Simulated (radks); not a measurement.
Task: These are the eigenvalues of the occupied orbitals of an atom or ion with whole-number occupations (hartree). Calculated with a radial shooting solver on a logarithmic mesh with Libxc functionals: scalar-relativistic Kohn-Sham, PBE, spin-polarised, spherical densities, point nucleus.

orbital  eigenvalue
1s up     -10.03790
1s down   -10.00812
2s up      -0.53807
2s down    -0.43666
2p up      -0.22400

Which element is it, and in what charge state? The configuration may be excited. Open shells, if any, are filled with parallel spins first.

Result: Z = 6, carbon, charge 0: C in [He] 2s2 2p2. The list shows which subshells hold electrons but not how many an open one holds; the 1s level, -10.038 hartree, gives Z - s = 4.5 by -(Z - s)^2/2, which with screening and relativity narrows Z to a few neighbours, and the depths of the outer levels then fix element, charge and occupations together.
